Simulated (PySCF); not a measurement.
Input for PySCF: R-B3LYP/6-31G* on C3H3NO (a complex).

```python
from pyscf import gto, scf, dft, mp
from pyscf.data.elements import chemcore

mol = gto.M(
    atom='''
    C     0.00458774    0.66494609    0.94823854
    O    -0.17767880    0.06785849    0.01361153
    C     0.43213571    0.67175632    4.56396802
    C     0.20759800   -0.63250600    3.96348272
    N     0.03017287   -1.65779583    3.47476505
    H    -0.35832116    0.89814747    5.27998276
    H     1.39129906    0.68777826    5.08213667
    H     0.43564747    1.43469093    3.78503488
    ''',
    basis='6-31g*',
    cart=True,
    charge=0, spin=0, verbose=3, max_memory=1800)
mf = dft.RKS(mol, xc='b3lyp')
mf.conv_tol = 1e-8
mf.max_cycle = 100
mf.kernel()
if not mf.converged:
    mf = mf.newton().run(mf.mo_coeff, mf.mo_occ)
```

Program output:

```
converged SCF energy = -246.065806261605
```

The run converged.

Cost: roughly 2.0 core-seconds.
